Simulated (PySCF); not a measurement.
# [nido-B11H13]2-, charge -2

Cartesian coordinates in Å; atom numbers follow the order of the lines, from 1:
```xyz
24

B    -0.172   -1.137    1.346
B    -1.518    0.871   -0.465
B     1.412    0.761   -0.210
B    -0.046    1.599    0.209
B     0.662    0.492    1.402
B     1.013   -0.650   -1.194
B    -1.148    0.659    1.233
B     1.375   -0.861    0.490
B    -0.760   -0.797   -1.386
B     0.007   -1.792   -0.226
B     0.059    0.839   -1.392
H    -0.208   -1.767    2.402
H    -2.418    1.566   -0.928
H     2.460    1.370   -0.361
H    -0.073    2.807    0.365
H     1.211    0.919    2.410
H     1.725   -1.033   -2.108
H    -1.749    1.173    2.171
H     2.377   -1.412    0.917
H    -1.257   -1.161   -2.450
H     0.143   -3.013   -0.407
H     0.170    1.519   -2.404
H    -1.414   -0.602    1.289
H    -1.853   -0.348   -0.703
```

Total charge -2.

Method used: GIAO BP86/def2-SVP magnetisability, rotational g tensor and spin-rotation constants, non-relativistic, gas phase in PySCF 2.14.0. Geometry: GFN2-xTB.

For an ion the centre-of-mass motion in the field is neglected. The highest occupied orbital is unbound at this level, so the values depend on the basis.

(1) What are the magnetisability and the molar susceptibility?

(2) Split it along the inertial axes a, b, c into diamagnetic and paramagnetic parts about the centre of mass, with the quadrupole moment.

(3) And the rotational g tensor?

Results:

(1) Isotropic -2596 × 10⁻³⁰ J/T², or -156.3 × 10⁻⁶ cm³/mol; principal values -2759, -2652, -2378 × 10⁻³⁰ J/T², anisotropy 340 × 10⁻³⁰ J/T² (root of half the summed squared differences of the principal values). The susceptibility is in cgs units.

(2) 
```csv
axis,χ (10⁻⁶ cm³/mol),diamagnetic (10⁻⁶ cm³/mol),paramagnetic (10⁻⁶ cm³/mol),summed x² of all electrons (Å²),quadrupole Θ (D Å)
a,-157.6,-881.4,723.8,122.6,-5.58
b,-166.1,-913.5,747.4,115.0,-2.64
c,-145.3,-1007.8,862.5,92.8,+8.23
```
Anisotropies 2χaa − χbb − χcc = -3.8 and 2χbb − χaa − χcc = -29.4 × 10⁻⁶ cm³/mol. Θ is traceless in Buckingham's convention.

(3) 
| axis | rotational constant (GHz) | g | nuclear part | electronic part |
| --- | --- | --- | --- | --- |
| a | 1.7859 | -0.0216 | 0.5857 | -0.6072 |
| b | 1.6893 | -0.0150 | 0.5781 | -0.5931 |
| c | 1.5041 | -0.0326 | 0.5769 | -0.6095 |

Asymmetric top; isotopes 11B, 1H; no vibrational averaging.
